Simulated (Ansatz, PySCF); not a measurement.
Al(H)(NHMe)2 (C2H9AlN2), SMILES C[NH][AlH][NH]C. Atoms are numbered in the order given.

```xyz
14

Al    -0.5221     0.1668     0.6471
H     -1.2494     0.1963     2.0502
N      0.9336    -0.8420     0.4145
C      1.5874    -1.6936     1.3942
H      1.4109    -0.8700    -0.4850
H      2.6333    -1.3903     1.5937
H      1.6053    -2.7582     1.0908
H      1.0485    -1.6415     2.3540
N     -1.1675     1.1487    -0.6989
C     -0.6997     1.3014    -2.0649
H     -2.0004     1.7090    -0.5219
H     -0.4228     2.3455    -2.3079
H     -1.4493     0.9773    -2.8124
H      0.2000     0.6867    -2.2284
```

Coordinates come from a TPSSh-D3(BJ)/def2-SVP optimisation. The structure was generated by enumeration; whether it is a known compound was not checked. The values are those of a single conformer.

Two levels are set side by side: PBE-D3(BJ)/def2-SVP (Ansatz, a first-principles code) and TPSSh-D3(BJ)/def2-SVP (PySCF). Each level has its own optimised geometry; the coordinates shown are those of the second. Frequencies come from the Hessian of PySCF at each geometry. Differences are taken from unrounded values.

```
quantity                            TPSSh-D3(BJ)
----------------------------------  ------------
mean bond length (Å)                       1.287
bond Al1–N3 (Å)                            1.786
bond Al1–N9 (Å)                            1.787
bond N3–C4 (Å)                             1.453
bond N9–C10 (Å)                            1.452
bond Al1–H2 (Å)                            1.581
bond N3–H5 (Å)                             1.019
bond C4–H6 (Å)                             1.107
bond C4–H7 (Å)                             1.107
bond C4–H8 (Å)                             1.102
bond N9–H11 (Å)                            1.019
bond C10–H12 (Å)                           1.107
bond C10–H13 (Å)                           1.107
bond C10–H14 (Å)                           1.102
highest harmonic wavenumber (cm⁻¹)          3549
mean harmonic wavenumber (cm⁻¹)             1401
zero-point energy (kcal/mol)               72.10
```

Q: What does PBE-D3(BJ) give, and how far is it from TPSSh-D3(BJ)? (An estimate is asked for; the answer gives what the named calculation found.)

A: 
```csv
quantity,PBE-D3(BJ),PBE-D3(BJ) minus TPSSh-D3(BJ)
mean bond length (Å),1.294,0.007
bond Al1–N3 (Å),1.794,0.008
bond Al1–N9 (Å),1.794,0.008
bond N3–C4 (Å),1.452,-0.002
bond N9–C10 (Å),1.450,-0.002
bond Al1–H2 (Å),1.593,0.012
bond N3–H5 (Å),1.024,0.005
bond C4–H6 (Å),1.116,0.009
bond C4–H7 (Å),1.116,0.009
bond C4–H8 (Å),1.110,0.008
bond N9–H11 (Å),1.024,0.005
bond C10–H12 (Å),1.116,0.009
bond C10–H13 (Å),1.116,0.009
bond C10–H14 (Å),1.110,0.008
highest harmonic wavenumber (cm⁻¹),3495,-54
mean harmonic wavenumber (cm⁻¹),1362,-39
zero-point energy (kcal/mol),70.08,-2.02
```

Exact exchange shortens and stiffens bonds; PBE has none. Differences between two approximate levels are no errors against the true value.
